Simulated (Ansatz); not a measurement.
Consider the ligand exchange at the Si–S bond: `N[SiH2]S[SiH](N)Cl` + HCl → `N[SiH](Cl)Cl` + `N[SiH2]S`.

Program: Ansatz. Geometries: PBE0-D4/def2-TZVP. ΔE: electronic, gas phase. CCSD(T)/CBS is the MP2 limit (def2-TZVPP, def2-QZVPP) plus CCSD(T) − MP2 in def2-TZVPP, frozen cores. This one scheme is used for every species. Each species was taken in one conformer, which may not be the lowest.

`N[SiH2]S[SiH](N)Cl`:

Z-matrix (Å, degrees):
```
Si
S 1 2.172
N 1 1.706 2 117.3
H 1 1.481 2 108.0 3 123.0
H 1 1.482 2 102.5 3 -119.6
Si 2 2.107 1 98.4 3 -46.5
H 3 1.009 1 117.1 2 69.3
H 3 1.008 1 119.0 2 -67.8
N 6 1.710 2 109.5 1 -36.8
Cl 6 2.063 2 114.2 1 79.9
H 6 1.480 2 106.6 1 -164.9
H 9 1.008 6 119.5 2 166.0
H 9 1.008 6 119.3 2 -50.5
```

HCl:

```xyz
2

Cl    0.294   -0.552    0.132
H    -0.294    0.552   -0.132
```

`N[SiH](Cl)Cl`:

Cartesian coordinates in Å:
```
N 0.689 -0.826 -0.286
Si -0.216 0.550 0.104
Cl -1.382 0.995 -1.511
Cl -1.477 0.335 1.713
H 0.260 -1.604 -0.761
H 1.443 -1.121 0.313
H 0.682 1.670 0.428
```

`N[SiH2]S`:

```xyz
8

N    -0.689    0.232   -1.232
Si   -0.165   -0.315    0.296
S     1.386    0.942    1.095
H    -1.523    0.788   -1.315
H    -0.047    0.399   -1.989
H     0.413   -1.681    0.238
H    -1.373   -0.306    1.158
H     1.999   -0.058    1.749
```

```
             species  CCSD(T)/CBS(def2) energy (Eh)
`N[SiH2]S[SiH](N)Cl`                    -1549.51372
                 HCl                     -460.38127
      `N[SiH](Cl)Cl`                    -1265.28357
          `N[SiH2]S`                     -744.61970
```

(1) Work out ΔE.

Largest T1 diagnostic among the species: 0.011.

Results:

(1) ΔE = (-1265.28357) + (-744.61970) − (-1549.51372) − (-460.38127) = -0.00828 Eh = -21.7 kJ/mol.

The D4 term adds +18.4 kJ/mol with B3LYP and +10.7 kJ/mol with PBE0; it sums over pairs of atoms, weighted by their polarisabilities, and B3LYP, whose exchange is more repulsive, gets the larger term. In def2-TZVPP, CCSD(T) changes the Hartree–Fock value by +26.9 kJ/mol (the triples alone add +4.8 kJ/mol) and MP2 by +29.2 kJ/mol.

B3LYP here is the variant with VWN-RPA as its local correlation; programs differ in this.
